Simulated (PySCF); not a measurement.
**Working out the ionisation energy of O⁺**

O⁺ [He] 2s2 2p3 (4S) → O²⁺ [He] 2s2 2p2 (3P). All numbers are calculated (PySCF 2.14, the non-relativistic Hamiltonian (point nucleus), in cc-pVTZ). Frozen: 1s2. Energies in hartree (1 hartree = 27.21139 eV):

| part | O⁺ (lower) | O²⁺ (upper) |
| --- | --- | --- |
| UHF | -74.370374 | -73.100027 |
| CCSD correlation | -0.112698 | -0.096443 |
| (T) | -0.001599 | -0.001309 |

Task: What does Hartree-Fock give?

Result: (-73.100027) − (-74.370374) = 1.270347 hartree = 34.568 eV.

Task: What do CCSD and CCSD(T) give?

Result: The CCSD correlation energies differ by 0.016255 hartree = 0.442 eV and the triples by 0.000290 hartree = 0.008 eV, so CCSD gives 35.010 eV and CCSD(T) 35.018 eV.

Reference: 35.121 eV (measured; NIST Atomic Spectra Database, ionization energies), between the lowest levels; spin-orbit coupling is absent from the calculation.

What remains against the reference includes basis incompleteness, the frozen core and higher excitations.
